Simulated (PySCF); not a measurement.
Computed with PySCF with TPSSh-D3(BJ)/def2-TZVP // PBE-D3(BJ)/def2-SVP. Isolated molecules, 0 K electronic values unless said otherwise. One relaxed conformer stands for a flexible species; it need not be the lowest. 

Reference species: [Zn(CH3)2] (neutral, multiplicity 1).

The HOMO–LUMO gap is 6.42 eV. The HOMO comes out as -6.51 eV and the coordination number is 2.

Changed species: [Zn(OH)2] (0 of 2 OH replaced by CH3; the reference has 2 of 2 OH replaced by CH3).

Question: Give the shifts of the HOMO–LUMO gap, HOMO and coordination number.

Answer: the HOMO–LUMO gap falls by 0.46 eV, to 5.96 eV; the HOMO falls by 0.96 eV, to -7.47 eV; the coordination number stays essentially unchanged.
